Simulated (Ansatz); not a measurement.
Consider the formal exchange of groups at the In–Cl bond: `CC[O][InH][Cl]` + CH₄ → `CC[O][InH][CH3]` + HCl.

Gas-phase electronic energies from Ansatz, PBE0-D4/def2-TZVP geometries. CBS: MP2 limit from def2 TZ/QZ plus the TZ coupled-cluster correction, frozen cores. This one scheme is used for every species. Functionals use def2-TZVPP. B3LYP here is the variant with VWN-RPA as its local correlation; programs differ in this. HSE06 is defined as in plane-wave codes. def2 core potentials past Kr. For In outer-core shells are correlated without core-valence functions, which leaves a few kJ/mol of doubt a bond. One conformer a species, not always the lowest.

`CC[O][InH][Cl]`:

```xyz
11

C    -0.100    1.441    0.347
C    -0.289    0.070    0.959
O     0.726   -0.828    0.571
In    0.714   -1.763   -1.158
Cl   -1.293   -1.367   -2.282
H     0.890    1.834    0.588
H    -0.852    2.141    0.722
H    -0.203    1.396   -0.742
H    -0.246    0.143    2.053
H    -1.286   -0.311    0.702
H     1.939   -2.757   -1.759
```

CH₄:

```xyz
5

C     0.000    0.000    0.000
H     0.305   -0.852    0.607
H     0.709    0.816    0.138
H    -0.994    0.326    0.306
H    -0.020   -0.290   -1.050
```

`CC[O][InH][CH3]`:

```xyz
14

C    -0.150   -0.618   -1.844
C    -0.169    0.793   -1.289
O     0.979    1.089   -0.548
In    1.219    0.527    1.357
C    -0.502   -0.434    2.193
H     0.751   -0.777   -2.441
H    -1.023   -0.808   -2.475
H    -0.156   -1.355   -1.033
H    -0.228    1.507   -2.122
H    -1.092    0.934   -0.701
H     2.776    0.972    1.900
H    -1.387   -0.180    1.609
H    -0.653   -0.135    3.231
H    -0.364   -1.516    2.164
```

HCl:

```xyz
2

Cl   -0.146    0.150   -0.604
H     0.146   -0.150    0.604
```

```csv
level,ΔE (kcal/mol),difference from CCSD(T)/CBS
LDA (SPW92),32.9,-2.3
revPBE-D4,34.5,-0.7
BLYP-D4,35.5,0.3
r2SCAN-D4,36.8,1.6
B97M-V,38.1,2.9
PBE0-D4,35.5,0.3
B3LYP-D4,36.3,1.1
r2SCANh-D4,36.9,1.7
r2SCAN0-D4,37.0,1.8
HSE06-D4,35.6,0.4
BHLYP-D4,38.1,2.9
CAM-B3LYP-D4,36.2,1.0
ωB97X-V,36.1,0.9
B2PLYP,36.2,1.0
PBE-QIDH,35.9,0.7
PBE,34.7,-0.5
revPBE,35.0,-0.2
BLYP,35.8,0.6
r2SCAN,36.9,1.7
PBE0,35.7,0.5
B3LYP,36.5,1.3
r2SCANh,37.0,1.8
r2SCAN0,37.1,1.9
HSE06,35.7,0.5
CAM-B3LYP,36.3,1.1
LC-ωPBE,35.4,0.2
RPA@PBE/def2-TZVPP,32.5,-2.7
HF/def2-SVP,42.4,7.2
MP2/def2-SVP,37.7,2.5
CCSD/def2-SVP,37.2,2.0
CCSD(T)/def2-SVP,36.8,1.6
HF/def2-TZVPP,41.2,6.0
MP2/def2-TZVPP,34.3,-0.9
SCS-MP2/def2-TZVPP,34.9,-0.3
CCSD/def2-TZVPP,34.4,-0.8
CCSD(T)/def2-TZVPP,34.0,-1.2
HF/def2-QZVPP,41.2,6.0
MP2/def2-QZVPP,35.0,-0.2
HF/CBS(def2),41.2,6.0
MP2/CBS(def2),35.5,0.3
CCSD(T)/CBS,35.2,0
```

Largest T1 diagnostic among the species: 0.015.

In def2-TZVPP, CCSD(T) changes the Hartree–Fock value by −7.2 kcal/mol (the triples alone add −0.4 kcal/mol) and MP2 by −6.9 kcal/mol. At CCSD(T), def2-SVP lies +1.6 kcal/mol from the extrapolated value and def2-TZVPP −1.2 kcal/mol.
